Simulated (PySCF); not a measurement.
Working out the excitation energy of Kr⁺

Kr⁺ [Ar] 3d10 4s2 4p5 (2P) → Kr⁺ [Ar] 3d10 4s1 4p6 (2S). Calculation: PySCF 2.14, in aug-cc-pVDZ-PP with ECP10MDF (5s4p3d, 32 functions); scalar relativity through the core potential. Frozen: 3s2 3p6 3d10. Energies in hartree (1 hartree = 27.21139 eV):

| part | Kr⁺ (lower) | Kr⁺ (upper) |
| --- | --- | --- |
| UHF | -461.697016 | -461.044283 |
| CCSD correlation | -0.111235 | -0.264199 |
| (T) | -0.001324 | -0.015110 |

**Question.** What does Hartree-Fock give?

**Answer.** (-461.044283) − (-461.697016) = 0.652733 hartree = 17.762 eV.

**Question.** What do CCSD and CCSD(T) give?

**Answer.** The CCSD correlation energies differ by -0.152964 hartree = -4.162 eV and the triples by -0.013786 hartree = -0.375 eV, so CCSD gives 13.600 eV and CCSD(T) 13.225 eV.

Measured between the centres of the two terms (NIST): 13.292 eV, so CCSD(T) (valence) is off by -0.067 eV.

A double-zeta basis recovers only part of the correlation energy.

The coupled-cluster amplitudes are large, so a single reference is strained.

What remains against the reference includes basis incompleteness, the frozen core and higher excitations.
